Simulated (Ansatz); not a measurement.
Geometry optimisation, Ansatz, RKS PBE0-D4/def2-SVP.

input.yaml

```yaml
crystal:
  periodic: [false, false, false]
  atoms:
    - { symbol: B, position_ang: [0.0, 0.0, 0.0] }
    - { symbol: F, position_ang: [0.0, 0.0, 1.32] }
    - { symbol: "N", position_ang: [1.3423, 0.0, -0.775] }
    - { symbol: H, position_ang: [1.8089, -0.9179, -1.0268] }
    - { symbol: H, position_ang: [1.7937, 0.9179, -1.0532] }
    - { symbol: Cl, position_ang: [-1.6108, 0.0, -0.93] }
basis:
  gaussian: { orbitals: def2-SVP }
hamiltonian:
  xc: pbe0
  dispersion: d4
relax:
  f_tol: 0.02
  max_steps: 40
output:
  orbitals: {}
```

Launched with:

```bash
$ ansatz run input.yaml --threads 2 --pin off --max-ram 3072MiB --backend cpu --events-out ev --progress --plain --runs-dir out
```

Question: Where does it end, and by what steps?

Answer: The run converged. After 9 steps the energy has fallen by 1.433 eV; H5 moved furthest, 0.92 Å.

```json
{"step": "0", "energy less start (eV)": "0.0000", "largest force component (eV/Å)": "2.374", "accepted": "yes"}
{"step": "1", "energy less start (eV)": "-0.4492", "largest force component (eV/Å)": "1.263", "accepted": "yes"}
{"step": "2", "energy less start (eV)": "-0.5417", "largest force component (eV/Å)": "0.575", "accepted": "yes"}
{"step": "3", "energy less start (eV)": "-0.6178", "largest force component (eV/Å)": "2.018", "accepted": "yes"}
{"step": "4", "energy less start (eV)": "-0.8683", "largest force component (eV/Å)": "1.948", "accepted": "yes"}
{"step": "5", "energy less start (eV)": "-1.1182", "largest force component (eV/Å)": "1.640", "accepted": "yes"}
{"step": "6", "energy less start (eV)": "-1.2892", "largest force component (eV/Å)": "1.197", "accepted": "yes"}
{"step": "7", "energy less start (eV)": "-1.4219", "largest force component (eV/Å)": "0.272", "accepted": "yes"}
{"step": "8", "energy less start (eV)": "-1.4326", "largest force component (eV/Å)": "0.084", "accepted": "yes"}
{"step": "9", "energy less start (eV)": "-1.4333", "largest force component (eV/Å)": "0.016", "accepted": "yes"}
```

```xyz
6
Properties=species:S:1:pos:R:3
B 0.052 -0.044 -0.063
F -0.023 -0.576 1.151
N 1.261 -0.006 -0.748
H 2.114 -0.379 -0.350
H 1.355 0.390 -1.671
Cl -1.425 0.614 -0.784
```

Whether the end is a true minimum wasn't checked by a vibrational analysis.

The run took 11 s on 2 threads of Arm Neoverse V2, with other jobs on the host, peak memory 0.16 GiB.
